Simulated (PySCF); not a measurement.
## How methods differ on the ionisation energy of Zr³⁷⁺

Zr³⁷⁺ [He] 2s1 [2s1/2^1, M_J = 1/2] → Zr³⁸⁺ 1s2, as a difference of total energies. Computed with PySCF 2.14 in an uncontracted even-tempered set (17 s from 17 bohr⁻², ratio 2.4; 12 p from 21 bohr⁻², ratio 2.4; 5 d from 66 bohr⁻², ratio 2.6; 4 f from 99 bohr⁻², ratio 2.6), with the two-component X2C-1e Hamiltonian. Correlated levels: nothing frozen; the 34 highest virtual spinors dropped. "Screened" scales the spin-orbit matrix elements by Boettger's factors to mimic the two-electron term; Breit and QED terms are absent.

```
                    method  ionisation energy (eV)
 GHF (screened spin-orbit)                  5149.9
GMP2 (screened spin-orbit)                  5150.0
```

For this ion Breit and QED terms and the two-electron picture change, all absent here, outweigh the correlation shift from GHF to GMP2.

For comparison: 5146.9 eV (theoretical estimate listed by NIST; NIST Atomic Spectra Database, ionization energies).
